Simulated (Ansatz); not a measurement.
H2OZn (SMILES [OH][ZnH]) moved off its minimum; all values from Ansatz (a quantum-chemistry and plane-wave program), cores frozen in correlated methods.
(charge 0, multiplicity 1)
```xyz
4

Zn    -0.2169    -0.1678     0.0546
H     -1.6777    -0.6928    -0.2379
O      1.3801     0.4151     0.0379
H      1.4431     1.2325     0.2804
```

Forces at MP2/def2-TZVPPD (eV/Å):

```csv
atom,Fx,Fy,Fz
Zn1,-3.048,-1.203,-0.669
H2,1.113,0.333,0.431
O3,0.897,-6.891,-2.035
H4,1.038,7.762,2.273
```

Question: Give the forces (eV/Å), the total energy and the dipole at CCSD(T)/def2-TZVPPD.

Answer: 
```json
[
 {"atom": "Zn1", "Fx": "-3.055", "Fy": "-1.225", "Fz": "-0.592"},
 {"atom": "H2", "Fx": "0.833", "Fy": "0.237", "Fz": "0.364"},
 {"atom": "O3", "Fx": "1.176", "Fy": "-6.677", "Fz": "-2.013"},
 {"atom": "H4", "Fx": "1.047", "Fy": "7.665", "Fz": "2.240"}
]
```
Energy -1854.5967 hartree, dipole 1.39 D.
